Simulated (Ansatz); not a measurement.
Abstraction of F: Ge(CH3)F3 + AlHF → Ge(CH3)F2 + AlHF2

Species: Ge(CH3)F3, singlet; AlHF `[F][AlH]`, doublet; Ge(CH3)F2, doublet; AlHF2 `[F][AlH][F]`, singlet. A radical takes F: the energy is the difference in strength between the Ge–F bond broken and the Al–F bond made.

Shapes, held fixed at every level: PBE0-D4/def2-TZVP. Programs: Ansatz 0.2.0. The zero-point and thermal change to 298 K, harmonic and unscaled (PBE0-D4/def2-TZVP), is +1.4 kJ/mol.

| level | kind | ΔH(298 K) (kJ/mol) | less CCSD(T)/def2-TZVPP | CPU time (sum over the molecules) |
| --- | --- | --- | --- | --- |
| HF/def2-TZVPP | Hartree–Fock | -90.6 | +7.5 | – |
| r2SCAN-D4/def2-TZVPP | meta-GGA | -104.8 | -6.7 | 32 s |
| B3LYP-D4/def2-TZVPP | global hybrid | -114.3 | -16.2 | 30 s |
| PBE0-D4/def2-TZVPP | global hybrid | -99.7 | -1.6 | 21 s |
| B2PLYP/def2-TZVPP | double hybrid | -109.7 | -11.6 | 36 s |
| CCSD(T)/def2-SVP | coupled cluster or CI | -94.5 | +3.6 | 60 s |
| CCSD(T)/def2-TZVPP | coupled cluster or CI | -98.1 | 0.0 | 3.9 min |

The highest level, CCSD(T)/def2-TZVPP, gives ΔH(298 K) = -98.1 kJ/mol; the levels span -114.3 to -90.6. The column of differences is taken from that level and isn't an error. No measured value is set beside it here. Open shells run unrestricted. Relativity is left out for Ge. Outer-core shells of Ge are correlated, in sets that cover them unevenly. Times are processor times on shared x86 and Arm servers, and rough.
